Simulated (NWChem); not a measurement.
A series in which one site is exchanged, each optimised at PBE0/def2-SVP with NWChem, gas phase unless a solvent is named. This build's default masses of Se (78.918 u) and Br (79.917 u) are each other's, which moves their modes by up to 0.6 %. Some are not confirmed as minima by frequencies. def2 effective core potentials on Sr, Te, Ba; no spin-orbit coupling.

A: Br[Te]Cl (TeBrCl; site = Te)
B: [Sr]([Cl])[Br] (SrBrCl; site = Sr)
C: [Br][Ba][Cl] (BaBrCl; site = Ba)
D: [Cl][Ca][Br] (CaBrCl; site = Ca)

Values for A:

| Quantity | Value |
|---|---|
| dipole (D), PBE0/def2-SVP | 1.97 |
| orbital gap (eV), PBE0/def2-SVP | 3.61 |
| static polarisability, PBE/def2-SVPD (bohr³) | 80.8 |
| lowest singlet excitation, PBE/def2-SVPD, TDA (eV) | 2.00 |

Question: How do these values change for the other members?

Answer: 
```json
[
 {"change from A": "dipole (D), PBE0/def2-SVP", "B": "+1.63", "C": "+4.95", "D": "-0.93"},
 {"change from A": "orbital gap (eV), PBE0/def2-SVP", "B": "+1.61", "C": "+1.40", "D": "+1.97"},
 {"change from A": "static polarisability, PBE/def2-SVPD (bohr³)", "B": "-4.8", "C": "+5.3", "D": "-10.7"},
 {"change from A": "lowest singlet excitation, PBE/def2-SVPD, TDA (eV)", "B": "+1.52", "C": "+1.48", "D": "+1.78"}
]
```
